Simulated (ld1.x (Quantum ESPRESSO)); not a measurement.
# Before and after: ultrasoft potential for Cu

```
Element                 : copper
Generator               : ld1.x (Quantum ESPRESSO) 7.5
Type                    : ultrasoft
Functional              : PBE
Relativity              : scalar-relativistic
Frozen core             : [Ar]
Valence charge          : 11
Reference configuration : 3d10 4s0 4p0 (charge +1)
Partial waves           : 4s (bound, empty): rcut 1.35, rcutus 1.90 bohr; 4s channel at 2.75 Ry: rcut 1.35, rcutus 1.90 bohr; 4p (bound, empty): rcut 2.30, rcutus 3.05 bohr; 4p channel at 3.1 Ry: rcut 2.30, rcutus 3.05 bohr; 3d (bound): rcut 1.55, rcutus 1.75 bohr; 3d channel at -0.5 Ry: rcut 1.55, rcutus 1.75 bohr
Local potential         : all-electron potential smoothed inside 2.20 bohr (lloc = -1)
Core correction         : none
Augmentation charge     : built from norm-conserving waves at rcut, not smoothed further
```

All-electron outer shells of the reference configuration (PBE, scalar-relativistic, ld1.x):

```tsv
shell	level (eV)	outermost node (bohr)	outermost maximum (bohr)
3p	-80.79	0.26	0.62
3d	-13.66	–	0.60
4s	-11.89	0.89	2.13
4p	-6.55	0.97	2.81
```

Change: waves 4s (bound): rcut 1.30, rcutus 1.38 bohr; 4s channel at 2.75 Ry: rcut 1.30, rcutus 1.38 bohr.

Cutoffs: the cutoffs (Ry, on a coarse ladder) from which the occupation-weighted sum of valence levels, in a spherical-Bessel basis at the reference potential, stays within 10 and 1 mRy of its value at 400 Ry; they do not see the model core or the augmentation charge, which bear on the density cutoff. Errors are all-electron minus pseudo energies relative to the spin-unpolarised reference configuration.

**Question.** Predict the effect on cutoff, ghosts and configuration errors.

**Answer.** The potential gets neither clearly harder nor softer (35 Ry and 55 Ry → 35 Ry and 55 Ry); the bound ghosts move from p to p, s; the number of tests that count goes from 7 to 2 (the test run of the changed file stopped, so its transferability is not established).

| quantity | base | changed |
| --- | --- | --- |
| cutoff, loose | 35 Ry | 35 Ry |
| cutoff, tight | 55 Ry | 55 Ry |
| bound ghosts | p | s, p |
| tests counted (converged, no solver errors) | 7 of 7 | 2 of 7 (the test run stopped) |
| error for 3d9 4s0 4p0, meV [ΔE 21.33 eV] | +58 | +58 |
| error for 3d8 4s0 4p0, meV [ΔE 60.35 eV] | +441 | +441 |
| s: phases at 3.28 bohr within 0.05 rad from the reference energy up to (Ry; the scan ends near 5) | to the end of the scan | to the end of the scan |
| p: phases at 3.28 bohr within 0.05 rad from the reference energy up to (Ry; the scan ends near 5) | 0.8 | 0.8 |
| d: phases at 3.28 bohr within 0.05 rad from the reference energy up to (Ry; the scan ends near 5) | 0.2 | 0.2 |
| lowest overlap eigenvalue by channel | s 0.53, p 0.39, d 1.00 | s 0.02, p 0.39, d 1.00 |

Changed file: The cutoffs count occupied waves only; the empty 4s level needs 50 Ry at the loose tolerance. Tests not counted: 3d10 4s1 4p0 (solver errors, printed error -3.5 eV); 3d9 4s1 4p0 (solver errors, printed error -4.2 eV). A true bound ghost makes a file unfit for plane-wave use even where its test errors are small: the radial tests pick states by their node count and pass the ghost by. Where a test does run into it, the solver fails or the error is huge.
